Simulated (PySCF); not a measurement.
Isomers of C4H7FSi2, one GFN2-xTB conformer each. Single-point energies are computed at PBE0/pcSseg-1 (PySCF, gas phase, no added dispersion term), electronic only.

**Question.** Rank them by PBE0/pcSseg-1 energy, lowest first (kJ/mol).
A. `[F:1][SiH:2]1[CH:3]=[CH:4][SiH2:5][CH:6]=[CH:7]1` with F1–Si2–C3–C4 -141°, C3–C4–Si5–C6 21°, C4–Si5–C6–C7 -21°, F1–Si2–C7–C6 141°
B. `FC1=C[SiH2]C=C[SiH2]1`

**Answer.** A (0.0), B (173.6).

As drawn, the lower has an Si–F bond, which the higher lacks. GFN2-xTB itself gives, in the same order: 0.0, 147.3. Both levels put the same isomer lowest.

**Question.** Which frontier levels, dipoles and rotational constants go with these structures?

**Answer.** 
```csv
SMILES,"HOMO (eV, PBE0/pcSseg-1)",LUMO (eV),dipole (D),"A, B, C (MHz)"
F[SiH]1C=C[SiH2]C=C1,-8.10,-1.36,1.73,"3316, 1349, 1021"
FC1=C[SiH2]C=C[SiH2]1,-7.74,-1.03,1.85,"2464, 1615, 998.2"
```
